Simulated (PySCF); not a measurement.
Atoms are numbered as in `[CH2:1]=[N:2][SiH2:3][NH2:4]`. Each H is labelled by its parent atom. Ha(C1) is cis to Si3; Hb(C1) is trans to Si3.

A single conformation, non-relativistic Hamiltonian, gas phase, averaged over atoms made equivalent by symmetry, fast rotation or ring inversion. GIAO PBE0/pcSseg-1 shieldings; coordinates at the GFN2-xTB level; PySCF 2.14.

Chemical shifts δ = σref − σ; ¹³C, ¹H, ²⁹Si vs TMS; NH3 for ¹⁵N, all at this level.

| atoms | nucleus | count | Hirshfeld charge | δ (ppm) |
| --- | --- | --- | --- | --- |
| Si3 | ²⁹Si | 1 | 0.39 | -39.9 |
| Ha(C1) | ¹H | 1 | 0.04 | ? |
| C1 | ¹³C | 1 | 0.02 | 167.5 |
| N2 | ¹⁵N | 1 | -0.24 | 441.1 |
| H(N4) | ¹H | 2 | 0.12 | 0.80 |
| N4 | ¹⁵N | 1 | -0.32 | 22.2 |
| H(Si3) | ¹H | 2 | -0.08 | ? |
| Hb(C1) | ¹H | 1 | 0.05 | 8.52 |

**Question.** Estimate the values marked ?.

**Answer.** 
- Ha(C1): 8.68 ppm, hydrogen on a C=N carbon
- H(Si3): 5.01 ppm, hydrogen on a silicon bonded to 2 N

Exchangeable OH/NH protons stand at their gas-phase positions; hydrogen bonding in a real sample shifts them, mostly to higher δ. Shifts are as computed. Against solution values, carbons near 30 ppm lie about +3 ppm off and those near 130 ppm about +5 ppm. Of 1313 compounds with measured shifts, 239 miss one by over three times the rms of a fit or turn the order of signals round; such compounds aren't used in these exercises. Experimental scales use liquid or dissolved standards, which lie at an offset from isolated NH3 (liquid NH3: subtract about 20 ppm). Unscaled 15N shifts of sp2 nitrogen come out 20 to 40 ppm too high even then.
